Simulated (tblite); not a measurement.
Isomers of C7H7N3. Level: GFN2-xTB in tblite, geometry and Hessian alike; calculated harmonic values, unscaled, isolated species. Against measured fundamentals such values can be off by several per cent, at times by over 20. One conformer each.

Electronic energies: GFN2-xTB at the same geometries; isomer energies are rough at this level and their order can be wrong.

```tsv
SMILES	electronic energy, lowest = 0 (kJ/mol)
Cc1cccc2nn[nH]c12	6.0
N#Cc1ccnn1C1CC1	122.9
Cc1nnn2ccccc12	0.0
```

Q: How do GFN2-xTB zero-point energies change the relative energies?

A: 
| SMILES | ZPE (kJ/mol) | of it from modes above 1550 cm⁻¹ | electronic (kJ/mol) | with ZPE, lowest = 0 (kJ/mol) | lowest mode (cm⁻¹) | rings |
| --- | --- | --- | --- | --- | --- | --- |
| Cc1nnn2ccccc12 | 340.8 | 147.7 | 0.0 | 0.0 | 68 | 2 |
| Cc1cccc2nn[nH]c12 | 341.8 | 149.6 | 6.0 | 7.0 | 103 | 2 |
| N#Cc1ccnn1C1CC1 | 339.0 | 145.0 | 122.9 | 121.1 | 39 | 2 |

The zero-point energies span 2.8 kJ/mol, from `N#Cc1ccnn1C1CC1` to `Cc1cccc2nn[nH]c12`. The order is unchanged.

Q: What do entropy and thermal enthalpy add at 298.15 K and 1 bar (rigid rotor, harmonic oscillator, one conformer each)?

A: 
```
           SMILES  point group  symmetry number  S (J/(mol K))  H − H(0) (kJ/mol)  ZPE + H − H(0) − TS (kJ/mol)
   Cc1nnn2ccccc12           Cs                1          368.3              23.31                         254.3
Cc1cccc2nn[nH]c12           Cs                1          364.5              23.17                         256.3
  N#Cc1ccnn1C1CC1           Cs                1          388.2              25.07                         248.3
```
